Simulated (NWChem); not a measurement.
# C2H5FSi2; SMILES [SiH3][Si@@H](C#C)F

Program: NWChem. Pople sets run with spherical d functions. All runs use the structure optimised with PBE0/def2-SVP.

Problem. Taking Hartree-Fock/6-311G** as the yardstick, which of these has the fewest basis functions while keeping “highest occupied level (eV)” within 0.1 eV of it: Hartree-Fock/3-21G; Hartree-Fock/STO-3G; Hartree-Fock/6-31G*; Hartree-Fock/6-31+G*?

Solution. Hartree-Fock/3-21G (a larger set in the list lies outside the tolerance).
```json
[
 {"level": "Hartree-Fock/STO-3G", "basis functions": "38", "highest occupied level (eV)": "-8.12"},
 {"level": "Hartree-Fock/3-21G", "basis functions": "63", "highest occupied level (eV)": "-10.65"},
 {"level": "Hartree-Fock/6-31G*", "basis functions": "88", "highest occupied level (eV)": "-10.56"},
 {"level": "Hartree-Fock/6-31+G*", "basis functions": "108", "highest occupied level (eV)": "-10.74"},
 {"level": "Hartree-Fock/6-311G**", "basis functions": "136", "highest occupied level (eV)": "-10.73"}
]
```

The yardstick is one finite set, not the basis-set limit.
